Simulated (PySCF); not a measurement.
CLiN, SMILES [Li][N][C] (connectivity only; charge and spin as stated), neutral, multiplicity 1.

Geometry optimised at PBE-D3(BJ)/def2-TZVPD.

Method: PBE/def2-TZVPD (PySCF).

Isolated molecule, no solvent.

Estimate the frontier levels, gap, dipole moment and polarisability. (Estimate from the structure and the level; the computed values follow.)


The highest occupied level comes out as -5.37 eV and the lowest empty level comes out as -1.92 eV. The orbital gap is 3.44 eV. The dipole moment is 8.91 D and the quadrupole, principal values (traceless, Buckingham form, about the centre of nuclear charge) is -5.84, -5.84, 11.68 D·Å. The mean static polarisability comes out as 26.6 bohr³ (3.94 Å³). The polarisability, principal values is 22.3, 22.3, 35.1 bohr³.
